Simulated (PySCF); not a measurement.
Start geometry of SnFH3, `[F][SnH3]` from GFN2-xTB (Å):
```
atom  x, y, z in Å
Sn1    0.059   -0.074   -0.154
F2    -0.005   -0.033    1.751
H3     1.559    0.004   -0.564
H4    -0.718    1.415   -0.523
H5    -0.819   -1.423   -0.571
```

Problem. What comes out of this run: PySCF 2.14.0, PBE0-D3(BJ)/def2-SVP geometry optimisation, gas phase, def2 core potentials past Kr?

Solution. 
```
atom  x, y, z in Å
Sn1    0.014   -0.022   -0.134
F2     0.020   -0.051    1.809
H3     1.661   -0.036   -0.585
H4    -0.784    1.428   -0.559
H5    -0.836   -1.429   -0.594
```

The energy falls by 6.0 kcal/mol over 5 energy and gradient evaluations, the largest force component goes from 0.0548 to 2.4e-04 Eh/bohr, and the atoms move by 0.076 Å rms after alignment. The bond that changes most is Sn1–H3 (ends: tin bonded to F and 3 H; hydrogen on tin), which lengthens by 0.151 Å. Bonds longer at the end by more than 0.005 Å: 3 of 4; shorter: 1. Among the angles that change most is H3–Sn1–H5, from 118.9° to 113.7°. Rotational constants go from 65430, 7833, 7772 to 61467, 7482, 7478 MHz. The orientation of the end geometry is arbitrary; only internal coordinates are fixed.

The run used 55 basis functions and 30 SCF cycles in all. Hardware: one thread, Arm Neoverse V2 (aarch64), no GPU (shared host). Cost: 5.4 s wall, 0.25 GiB resident at most.

No frequency check.
